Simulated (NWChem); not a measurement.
System: C2H2F, doublet; SMILES C=[C]F

Here is an NWChem input.

```
start job
memory heap 200 mb stack 900 mb global 1100 mb
geometry units angstroms noautosym nocenter noautoz
  C      0.131071     1.206561     0.000000
  C     -0.419632     0.009246     0.000000
  F      0.121562    -1.170726     0.000000
  H      1.222082     1.320755     0.000000
  H     -0.498726     2.096839     0.000000
end
basis spherical
  C library 6-31g*
  F library 6-31g*
  H library 6-31g*
end
dft
  odft
  mult 2
  xc pbe0
  iterations 150
end
cosmo
  dielec 7.6
end
task dft energy
```

In the optimisation the excess spin sits in a' (Cs, its own frame). Geometry: optimised at PBE0/def2-SVP, spin-unrestricted. No stability test was run on the SCF state.

Level: PBE0/6-31G* with COSMO at NWChem's default radii, gas-phase geometry; the question gives the dielectric constant. Reactions with the solvent are ignored.

Q: What results follow from this input? (PBE0/6-31G* (spherical d), spin-unrestricted, COSMO on the gas-phase geometry.) Quantities: electrostatic solvation energy (kcal/mol); dipole in solution (D).

A: 
```yaml
electrostatic solvation energy (kcal/mol): -1.1
dipole in solution (D): 0.99
```
